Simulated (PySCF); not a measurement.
Electron correlation in W²⁺ (tungsten, charge +2)

[Xe] 4f14 5d3 6p1, one real determinant (an excited configuration). Calculation: PySCF 2.14, in aug-cc-pwCVDZ-PP with ECP60MDF; scalar relativity through the core potential. Frozen: 5s2 5p6; 4 electrons correlated.

```tsv
level	correlation energy (mhartree)
CCSD	-31.19
(T)	-1.26
CCSD(T)	-32.45
```

Diagnostics: T1 = 0.0075, D1 = 0.0201, largest double amplitude 0.128.

The real determinant used has ⟨L²⟩ near 14 against 20 for a pure G term, so it mixes terms. Spin-orbit coupling, absent here, splits the open shell strongly.

Cost of the coupled-cluster step: roughly 4 core-seconds, for 4 correlated electrons.

The reference is one real determinant that mixes LS terms of this configuration.
